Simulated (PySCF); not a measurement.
GaH2Cl, SMILES [Cl][GaH2]. Coordinates come from a B3LYP-D3(BJ)/def2-TZVP optimisation.

Question: Give the equilibrium geometry at B3LYP-D3(BJ)/def2-TZVP (PySCF confirms it by a frequency run) as bond lengths and angles, and its point group. (The exact figures need the calculation; the answer reports its results.)

Answer: point group C2v.
Atoms: Ga1 H2 H3 Cl4. Bonded distances (Å): Ga1–H2 1.557, Ga1–H3 1.557, Ga1–Cl4 2.166. Bond angles (°): H2–Ga1–H3 129.9, H2–Ga1–Cl4 115.0, H3–Ga1–Cl4 115.0.
Charge 0, spin multiplicity 1.
